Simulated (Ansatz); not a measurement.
`N[Si]1(F)C[SiH2]1` + `[NH2][AlH][OH]` → `O[Si]1(F)C[SiH2]1` + `[NH2][AlH][NH2]`  (redistribution)

Computed with Ansatz on PBE0-D4/def2-TZVP structures; ΔE is electronic, products minus reactants. CCSD(T)/CBS adds triple-zeta CCSD(T) − MP2 to the extrapolated MP2 energy (def2 sets, frozen cores). This one scheme is used for every species. DFT in def2-TZVPP. One conformer a species, not always the lowest.

`N[Si]1(F)C[SiH2]1`:

Cartesian coordinates in Å:
```
N -0.450 -1.682 0.988
Si 0.059 -0.741 -0.324
F 0.173 -1.537 -1.710
C -0.712 0.939 -0.481
Si 1.158 1.177 -0.025
H 0.185 -2.299 1.467
H -1.408 -1.981 1.082
H -0.963 1.290 -1.481
H -1.449 1.262 0.252
H 1.438 1.744 1.317
H 1.967 1.828 -1.085
```

`[NH2][AlH][OH]`:

Z-matrix (Å, degrees):
```
N
Al 1 1.760
H 1 1.006 2 124.4
H 1 1.007 2 125.1 3 -180.0
O 2 1.698 1 116.8 3 -180.0
H 2 1.579 1 120.8 3 -0.1
H 5 0.955 2 123.2 1 180.0
```

`O[Si]1(F)C[SiH2]1`:

```xyz
10

O     1.930   -0.976    0.569
Si    0.498   -0.795   -0.186
F     0.026   -2.183   -0.817
C    -0.858    0.177    0.620
Si   -0.239    1.165   -0.940
H     1.980   -1.583    1.311
H    -0.665    0.652    1.581
H    -1.882   -0.191    0.560
H     0.436    2.455   -0.658
H    -1.227    1.279   -2.041
```

`[NH2][AlH][NH2]`:

```xyz
8

N     1.250    0.917   -0.176
Al   -0.427    0.357   -0.220
N    -0.850   -1.252    0.382
H     2.044    0.403    0.170
H     1.542    1.822   -0.505
H    -1.555    1.299   -0.801
H    -0.216   -1.931    0.771
H    -1.788   -1.617    0.379
```

```tsv
level	ΔE (kcal/mol)	difference from CCSD(T)/CBS
PBE0-D4	3.5	0.5
ωB97M-V	3.3	0.3
B2PLYP	3.2	0.2
PBE	3.5	0.5
HF/def2-TZVPP	2.2	-0.8
CCSD(T)/def2-TZVPP	3.1	0.1
MP2/def2-QZVPP	3.5	0.5
HF/CBS(def2)	2.1	-0.9
MP2/CBS(def2)	3.5	0.5
CCSD/CBS(def2)	2.9	-0.1
CCSD(T)/CBS	3.0	0
```

Largest T1 diagnostic among the species: 0.013.

In def2-TZVPP, CCSD(T) changes the Hartree–Fock value by +0.9 kcal/mol (the triples alone add +0.1 kcal/mol) and MP2 by +1.3 kcal/mol.

CCSD(T)/CBS has its own doubt, a few kJ/mol and more with outer-core shells, so smaller differences from it don't rank the levels.
